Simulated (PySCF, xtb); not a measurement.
F₃Si, SMILES F[Si](F)F, multiplicity 2.

Geometry: PBE-D3(BJ)/def2-TZVP. The isomer is the one that the SMILES or the coordinates give; other isomers of the formula were not compared.

These are C-PCM-B3LYP/def2-SVP run with PySCF values and carry that method's errors.

The values are the electrostatic part of the solvation free energy, E(continuum) − E(gas) at the gas-phase geometry, in a cavity of scaled van der Waals radii (PySCF's table); cavitation and dispersion terms are not included. The dipole moment in vacuum is 1.30 D.

### Question
Estimate the values in water (ε = 78.36), chloroform (ε = 4.71), ethylethanoate (ε = 5.99). (An estimate is asked for; the answer gives what the named calculation found.)

### Answer

```tsv
solvent	ε	ΔG(elec) (kcal/mol)	dipole (D)
water	78.36	-2.0	1.49
chloroform	4.71	-1.6	1.45
ethylethanoate	5.99	-1.7	1.46
```

For comparison, GFN2-xTB/ALPB(water) (xtb, at the GFN2-xTB geometry, all terms of that model) gives 3.0 kcal/mol.
